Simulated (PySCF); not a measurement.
# How methods differ on the ionisation energy of Pd

Pd [Kr] 4d10 (1S) → Pd⁺ [Kr] 4d9 (2D), as a difference of total energies. Computed with PySCF 2.14 in def2-QZVPPD with the def2 core potential (28 electrons) (7s5p4d4f2g, 88 functions), with scalar relativity through the core potential. Correlated levels: valence: 4s2 4p6 frozen; valence and next inner shell: nothing frozen outside the core potential. The calculations carry no spin-orbit coupling.

```tsv
method	ionisation energy (eV)
UHF	6.250
LDA	9.232
PBE	8.775
PBE0	8.387
r2SCAN	8.423
r2SCANh	8.326
r2SCAN0	8.183
M06	9.009
LC-wPBE	8.234
MP2 (valence)	8.672
SCS-MP2 (valence)	8.433
MP2 (valence and next inner shell)	8.820
SCS-MP2 (valence and next inner shell)	8.497
```

Errors of the correlated levels include the incompleteness of this basis and the frozen core.

Which method comes closest to the reference value, and which is furthest?

The reference is 8.512 eV (measured; NIST levels, between the centres of gravity of the two terms). Closest: SCS-MP2 (valence and next inner shell) (error -0.015 eV); furthest: UHF (error -2.262 eV).
